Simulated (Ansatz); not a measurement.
Geometry optimisation, Ansatz 0.2.0, RKS BLYP-D4/def2-SVP.

Input file:

```yaml
crystal:
  periodic: [false, false, false]
  atoms:
    - { symbol: B, position_ang: [-0.075927, -0.45501, -0.193243] }
    - { symbol: Cl, position_ang: [-0.061825, -1.270548, 1.463669] }
    - { symbol: O, position_ang: [1.106716, -0.234634, -0.842708] }
    - { symbol: H, position_ang: [1.881797, -0.544766, -0.341155] }
    - { symbol: "N", position_ang: [-1.31613, -0.125652, -0.763206] }
    - { symbol: H, position_ang: [-2.201704, -0.241528, -0.278062] }
    - { symbol: H, position_ang: [-1.380771, 0.343325, -1.665412] }
    - { symbol: P, position_ang: [-0.320292, 2.485278, 0.828417] }
    - { symbol: H, position_ang: [-1.741775, 2.435658, 1.054176] }
    - { symbol: H, position_ang: [-0.114407, 3.358509, 1.962323] }
    - { symbol: H, position_ang: [-0.088681, 1.301967, 1.593601] }
basis:
  gaussian: { orbitals: def2-SVP }
hamiltonian:
  xc: blyp
  dispersion: d4
relax:
  f_tol: 0.03
  max_steps: 50
```

Launched with:

```bash
$ ansatz run input.yaml --threads 4 --pin off --max-ram 5120MiB --backend cpu --events-out ev --progress --plain --runs-dir out
```

Problem. Where does it end, and by what steps?

Solution. The forces met the threshold. After 11 steps the energy has fallen by 0.115 eV; H4 moved furthest, 0.61 Å.

| step | energy less start (eV) | largest force component (eV/Å) | accepted |
| --- | --- | --- | --- |
| 0 | 0.0000 | 0.581 | yes |
| 1 | -0.0726 | 0.437 | yes |
| 2 | 0.1630 | 1.886 | no |
| 3 | -0.0970 | 0.211 | yes |
| 4 | -0.1009 | 0.111 | yes |
| 5 | -0.1082 | 0.073 | yes |
| 6 | -0.1109 | 0.147 | yes |
| 7 | -0.1122 | 0.297 | yes |
| 8 | -0.1136 | 0.065 | yes |
| 9 | -0.1145 | 0.042 | yes |
| 10 | -0.1149 | 0.048 | yes |
| 11 | -0.1151 | 0.018 | yes |

```xyz
11
Properties=species:S:1:pos:R:3
B 0.012 -0.652 -0.280
Cl 0.045 -1.396 1.377
O 1.133 -0.668 -1.068
H 1.894 -1.087 -0.629
N -1.177 -0.046 -0.730
H -2.040 -0.040 -0.192
H -1.235 0.403 -1.644
P -0.494 2.752 0.964
H -1.896 2.476 1.162
H -0.460 3.672 2.079
H -0.096 1.637 1.780
```

Run time: 12 s on 4 threads of Intel(R) Xeon(R) CPU @ 2.60GHz (Ice Lake), with other jobs on the host, peak memory 0.2 GiB.
